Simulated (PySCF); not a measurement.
Vertical excitations of a molecule C₃H₅ClOSi from TDA-PBE0/def2-SVPD (PySCF 2.14.0), as energy in eV (oscillator strength): 5.93 (0.008), 6.18 (0.042), 6.36 (0.009), 6.88 (0.079), 7.12 (0.021), 7.24 (0.033), 7.59 (0.001), 7.61 (0.013), 7.69 (0.004), 7.84 (0.064). Lowest triplet (TDA): 4.06 eV. Geometry: B3LYP-D3(BJ)/def2-SVP. Other conformers were not sampled.

**Question.** Which structure fits?
(A) Cl[Si@@H]1CC=CO1
(B) C=C=C(Cl)[SiH2]O
(C) Cl[Si@@H]1C=COC1
(D) CC1=CO[Si@@H]1Cl

**Answer.** A, Cl[Si@@H]1CC=CO1
